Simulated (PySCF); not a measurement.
# Eu(CH3)2 at several levels of theory

Computed with PySCF 2.14.0 (density fitting, no spin-orbit coupling) at the geometry relaxed with PBE0:

```xyz
9
Eu(CH3)2 (singlet in the valence; each metal's 4f electrons, 7 of them, lie in its core potential, out of spins and levels)
Eu    0.0000    0.0000   -0.6413
C     2.0597    0.0000    0.8478
H     3.0522    0.0000    0.3535
H     2.0516    0.8815    1.5208
H     2.0516   -0.8815    1.5208
C    -2.0597    0.0000    0.8478
H    -3.0522    0.0000    0.3535
H    -2.0516   -0.8815    1.5208
H    -2.0516    0.8815    1.5208
```

```tsv
level	basis	state	HOMO (eV)	gap (eV)	charge on Eu1 (e)	population of f-type functions on Eu1 (polarisation alone where 4f lies in the core)	dipole about the centre of mass (D)	largest force component (eV/Å)
PBE0	Eu lcecp-0-SVP with ECP53, C def2-SVP, H def2-SVP	singlet	–	–	0.80	0.01	6.18	0.02
PBE	the same	singlet	–	–	0.65	0.01	5.40	0.20
PBE0	Eu lcecp-0-TZVP with ECP53, C def2-TZVP, H def2-TZVP	singlet	–	–	1.19	0.01	6.56	0.27
```

In the lcecp rows the 4f levels are missing from HOMO and gap, and the state counts the valence alone.

Charges are Mulliken's, which hang on the basis. The relaxation used the grid (50, 194), these runs (75, 302) or, all-electron (x2c bases, spin-free X2C Hamiltonian), (99, 590).

Question: What does TPSS with Eu lcecp-0-SVP with ECP53, C def2-SVP, H def2-SVP give here?

Answer: state singlet, charge on Eu1 (e) 0.74, population of f-type functions on Eu1 (polarisation alone where 4f lies in the core) 0.01, dipole about the centre of mass (D) 5.86, largest force component (eV/Å) 0.22. Time: 6.3 s on 2 threads of Arm Neoverse V2, with other jobs on the host, from an already converged density.

An lcecp potential fixes the number of 4f electrons, so in runs with it no electron can move into or out of that shell.
